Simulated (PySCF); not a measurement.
C4H2BrCl, SMILES C(/Br)(=C\Cl)C#C.

Coordinates come from a ωB97X-D3(BJ)/def2-SVP optimisation. The structure was generated by enumeration; whether it is a known compound was not checked.

These are PySCF 2.14.0 with TDA-M06-2X/def2-SVPD values and carry that method's errors.

Vertical excitations. The molecule is in vacuum. State labels are in the subgroup Cs.

Question: Give excitation energies, oscillator strengths and character. (The exact figures need the calculation; the answer reports its results.)

Answer: 
| state | symmetry | energy (eV) | λ (nm) | f | main pairs |
|---|---|---|---|---|---|
| S1 | A" | 4.85 | 256 | 0.000 | HOMO→LUMO+1 83 % |
| S2 | A" | 5.31 | 234 | 0.000 | HOMO−1→LUMO 62 %, HOMO−3→LUMO 14 % |
| S3 | A' | 5.55 | 223 | 0.335 | HOMO→LUMO 86 % |
| S4 | A" | 6.13 | 202 | 0.001 | HOMO−2→LUMO+1 45 %, HOMO−1→LUMO 19 % |
| S5 | A' | 6.15 | 202 | 0.034 | HOMO−1→LUMO+1 55 %, HOMO−2→LUMO 27 % |
| S6 | A' | 6.37 | 195 | 0.029 | HOMO−2→LUMO 46 %, HOMO−3→LUMO+1 38 % |
| S7 | A" | 6.43 | 193 | 0.000 | HOMO−3→LUMO 69 % |
| S8 | A" | 6.61 | 188 | 0.002 | HOMO→LUMO+2 30 %, HOMO→LUMO+3 28 %, HOMO−2→LUMO+1 14 %, HOMO→LUMO+4 11 % |
| S9 | A" | 6.72 | 185 | 0.000 | HOMO−4→LUMO 89 % |
| S10 | A" | 6.93 | 179 | 0.026 | HOMO→LUMO+2 55 %, HOMO→LUMO+3 13 % |
| T1 | A' | 3.44 | 360 | 0 | HOMO→LUMO 93 % |
| T2 | A" | 4.57 | 272 | 0 | HOMO→LUMO+1 88 % |
| T3 | A" | 5.17 | 240 | 0 | HOMO−1→LUMO 70 %, HOMO−3→LUMO 17 % |
| T4 | A' | 5.22 | 237 | 0 | HOMO−1→LUMO+1 38 %, HOMO−2→LUMO 29 % |
Triplets are in the Tamm–Dancoff approximation.
